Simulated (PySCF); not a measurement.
(E)-1-bromo-1-chloro-2-fluoroethene (C₂HBrClF), SMILES Cl/C(=C\F)Br.

Coordinates come from a TPSSh-D3(BJ)/def2-SVP optimisation.

Computed with PySCF with SMD-ωB97X/def2-SVP.

Solvation free energies are E(SMD) − E(gas) at the gas-phase geometry, for 1 M in both phases. Bromine has the revised SMD18 radius of 2.60 Å. In vacuum the dipole moment is 1.34 D.

```tsv
solvent	ΔG(solv) (kcal/mol)	its non-electrostatic (CDS) part	dipole (D)
water	…	…	…
benzene	-3.4	-2.3	1.55
acetone	-3.8	-1.5	1.81
```

Task: Complete the blanks. (The exact figures need the calculation; the answer reports its results.)

Result: 
- water, ΔG(solv) (kcal/mol): 0.0
- water, its non-electrostatic (CDS) part: 2.5
- water, dipole (D): 1.84
